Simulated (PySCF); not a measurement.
Compound: C3H5GaO2.
Atom-mapped SMILES: `[CH:1]1=[CH:2][O:3][GaH2-:4][O+:5]=[CH:6]1` (hydrogens: H7 on C1; H8 on C2; H9, H10 on Ga4; H11 on C6)

A linear-response calculation (PySCF, def2-SVPD basis, gas phase, vertical, core orbitals frozen in the response) gave these numbers; the functional is withheld.

Orbital energies (eV): HOMO-3 -9.22, HOMO-2 -8.36, HOMO-1 -8.26, HOMO -7.13, LUMO -2.42, LUMO+1 0.13, LUMO+2 0.24.

```tsv
state	E (eV)	f	main configurations (H = HOMO, L = LUMO)
S1	4.23	0.056	H→L (90%), H-2→L (8%)
S2	4.35	0.0012	H-1→L (99%)
S3	5.41	0.123	H-2→L (90%)
S4	5.49	0.0000	H-3→L (96%)
S5	6.34	0.035	H→L+1 (97%)
S6	6.43	0.0000	H→L+2 (98%)
```

Triplets (Tamm–Dancoff): T1 2.89 eV, H→L (94%); T2 4.00 eV, H-1→L (99%); T3 4.85 eV, H-2→L (94%); T4 5.22 eV, H-3→L (91%).

Vertical ionisation energy by ΔSCF with the same functional: 9.20 eV. Mean static polarisability: 71.6 au.

Task: Which of these was used?
A. wB97X-D
B. B3LYP
C. PBE
D. HF

Result: B. B3LYP is a global hybrid with 20% exact exchange. In this run −ε(HOMO) = 7.13 eV differs from the ΔSCF value by -2.07 eV, and S1 differs from the orbital gap of 4.71 eV by -0.48 eV. The ratio −ε(HOMO)/IP is 0.78. Usual ranges for neutral molecules in this basis: 0.67 to 0.83 with B3LYP, 0.5 to 0.7 with PBE, 0.89 to 0.99 with wB97X-D; Hartree–Fock can't fall below 1, since the ion's relaxation only lowers the ΔSCF value.

Computed, not measured: PySCF, TDDFT B3LYP/def2-SVPD, vertical, gas phase, core orbitals frozen in the response. Geometry: PBE0-D3(BJ)/def2-SVP; no solvent, vibrations or thermal averaging. Relativistic effects, spin–orbit coupling among them, are left out although an element past zinc is present.
